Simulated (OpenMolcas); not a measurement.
P: effect of the basis set

```yaml
Program: OpenMolcas
Method: "SS-CASPT2, IPEA 0.25 Eh, imaginary shift 0.1 Eh (closed shells correlated: 2s 2p)"
Active_space: 5 electrons in 8 orbitals (3s 3p 4s 4p)
State_averaging: 2S+1 = 4 odd, 1 root; 2S+1 = 2 odd, 8 roots; 2S+1 = 4 even, 3 roots; 2S+1 = 2 even, 9 roots
Spin-orbit_coupling: state interaction with AMFI integrals over the reference wave functions, term energies averaged over their components
```

A. ANO-R2 [5s4p3d1f], X2C, finite nucleus; CASPT2 step of the order of 14 core-seconds
B. ANO-RCC-VQZP [6s5p3d2f1g], DKH2, point nucleus; CASPT2 step roughly 9 core-seconds
C. ANO-RCC [8s7p5d4f2g], DKH2, point nucleus; CASPT2 step roughly 23 core-seconds

Energies in cm-1 above 3s2 3p3 4S* 3/2, the measured ground level; measured values from NIST Handbook of Basic Atomic Spectroscopic Data.

```csv
Level,A,B,C,Measured
3s2 3p3 4S* 3/2,0.0,0.0,0.0,0.0
3s2 3p3 2D* 3/2,12720,11920,11820,11361
3s2 3p3 2D* 5/2,12740,11940,11840,11377
3s2 3p3 2P* 1/2,20180,18990,18980,18723
3s2 3p3 2P* 3/2,20190,19000,18990,18748
```

Deviations, from unrounded energies. A percentage is the sum of absolute deviations over the sum of measured energies, with the sign that they share, or ± where signs differ.

| Against measurement | Levels | A | B | C |
| --- | --- | --- | --- | --- |
| mean absolute deviation (cm-1) | 4 | 1400 | 410 | 360 |
| other terms of the ground configuration (%) | 4 | +9.3 | +2.7 | +2.4 |

C lies closest to measurement on these levels and A furthest from it. The largest miss of C in the table is 3s2 3p3 2D* 5/2, by +460 cm-1. The ranking rests on the paired levels alone, and a cruder setting can come out closer through cancelling errors.

Among A to C the level of the table that moves most is 3s2 3p3 2P* 3/2, by 1200 cm-1 (lowest in C, highest in A). Moves below CASPT2's spread within the term are not significant.

CASPT2 breaks the degeneracy within a term, and the mean is taken; among the terms shown or strongly mixed into the levels shown the widest spread is 120 cm-1 (3s2 3p3 2D*, C). The run also gave levels led by 3s2 3p2 4s, which use shells meant for correlation; these and all levels above them are left out. No level of 3s 3p4 was computed, though it lies in the active space (holds for B; C). Measured partners are found by configuration, term and J. A level has none where our copy of the source lacks it or the pairing is in doubt (some pairs that miss far off the trend of their configuration count as doubtful), and it then counts in no deviation. Only configurations of the active space appear. The table leaves out levels that lie high or whose names do not pair safely across all columns.

* marks odd parity.
